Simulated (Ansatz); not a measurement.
A further run on the cluster Si₆O⁺.

```yaml
crystal:
  periodic: [false, false, false]
  atoms:
    - {symbol: O, position_ang: [2.027308, 0.857343, 0.483294]}
    - {symbol: Si, position_ang: [-1.251226, 0.610448, -1.493753]}
    - {symbol: Si, position_ang: [3.433275, 1.473493, 0.852206]}
    - {symbol: Si, position_ang: [-1.547676, 0.001810, 1.032728]}
    - {symbol: Si, position_ang: [-0.449200, -1.975569, -0.282660]}
    - {symbol: Si, position_ang: [0.470046, 0.151133, 0.016225]}
    - {symbol: Si, position_ang: [-2.682526, -1.118658, -0.608039]}
basis:
  gaussian: {orbitals: pcseg-2}
total_charge: 1
magnetization: {spin_polarized: true, initial_magnetization: 1}
hamiltonian: {xc: {name: SPW92}}
scf: {omitted_lower_state_checks: [starts]}
output: {forces: true}
```

```sh
$ ansatz run in.yaml --threads 4 --pin off --events-out ev --progress --plain --max-ram 4787MiB
```

Shortened log:

```
Functional definition: SPW92
1702 factors; their error is unknown
mean field evaluation 1: about -49078.2812 eV, gradient 7.9e1 eV
mean field evaluation 2: about -48812.8788 eV, gradient 1.9e2 eV
mean field evaluation 4: about -49086.1440 eV, gradient 5.2e1 eV
mean field evaluation 8: about -49106.6201 eV, gradient 2.0e0 eV
mean field evaluation 16: about -49106.6566 eV, gradient 3.5e-2 eV
mean field -49106.57491546 eV, -1804.6333425113 hartree, gradient 3.0e-5 eV, S^2 0.755008; 0 other end points of the search recorded, 0 dependent functions left out
reference -49106.57496338 eV, -1804.6333442722 hartree; 46, 45 occupied and 188, 189 virtual orbitals, 1702 factors
Total energy: -49106.57496338 eV, -1804.6333442722 hartree
Atom 0 at     2.027308     0.857343     0.483294 Å, force     0.278613     0.119461     0.064603 eV/Å
Atom 1 at    -1.251226     0.610448    -1.493753 Å, force     0.014819    -0.171900     0.164781 eV/Å
Atom 2 at     3.433275     1.473493     0.852206 Å, force    -0.810408    -0.355662    -0.211401 eV/Å
Atom 3 at    -1.547676     0.001810     1.032728 Å, force     0.039019    -0.102134    -0.237861 eV/Å
Atom 4 at    -0.449200    -1.975569    -0.282660 Å, force    -0.106952     0.219571    -0.013450 eV/Å
Atom 5 at     0.470046     0.151133     0.016225 Å, force     0.214224     0.116393     0.102529 eV/Å
Atom 6 at    -2.682526    -1.118658    -0.608039 Å, force     0.370686     0.174270     0.130798 eV/Å
Dipole moment:     1.673034     0.749328     0.482232 e Å
Checks for a lower state left out: starts
```

Run time 3.5 s (4 threads of Arm Neoverse V2 on a shared host).

The dipole of an ion depends on the origin.
